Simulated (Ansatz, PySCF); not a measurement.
Ta(O)(Cl)2(Me) (CH3Cl2OTa), SMILES [Ta]([Cl])(=[O])([CH3])[Cl], multiplicity 1. Atoms are numbered in the order given.

```xyz
8

Ta     0.0305    -0.1819     0.0000
O      1.5469    -0.9890     0.0000
Cl    -0.2742     0.9585    -1.9956
Cl    -0.2742     0.9585     1.9956
C     -1.3426    -1.8236     0.0000
H     -1.1784    -2.4533    -0.8917
H     -2.3840    -1.4567     0.0000
H     -1.1784    -2.4533     0.8917
```
Charge 0, spin multiplicity 1.

The structure is a stationary point at B3LYP-D3(BJ)/def2-SVP. The multiplicity is an assumed one; no other spin state was optimised. The structure was generated by enumeration; whether it is a known compound was not checked. The def2 effective core potentials stand for the cores of Ta; spin–orbit coupling is left out.

Two levels are set side by side: PBE-D3(BJ)/def2-SVP (Ansatz, a program for electronic structure) and B3LYP-D3(BJ)/def2-SVP (Ansatz). Each level has its own optimised geometry; the coordinates shown are those of the second. Frequencies come from the Hessian of PySCF at each geometry. Differences are taken from unrounded values.

```csv
quantity,B3LYP-D3(BJ),PBE-D3(BJ),PBE-D3(BJ) minus B3LYP-D3(BJ)
mean bond length (Å),1.687,1.690,0.003
bond Ta1–O2 (Å),1.718,1.727,0.009
bond Ta1–Cl3 (Å),2.319,2.317,-0.002
bond Ta1–Cl4 (Å),2.319,2.317,-0.002
bond Ta1–C5 (Å),2.140,2.137,-0.004
bond C5–H6 (Å),1.104,1.112,0.008
bond C5–H7 (Å),1.104,1.112,0.007
bond C5–H8 (Å),1.104,1.112,0.008
highest harmonic wavenumber (cm⁻¹),3111,3062,-49
mean harmonic wavenumber (cm⁻¹),984,959,-25
zero-point energy (kcal/mol),25.31,24.67,-0.64
```
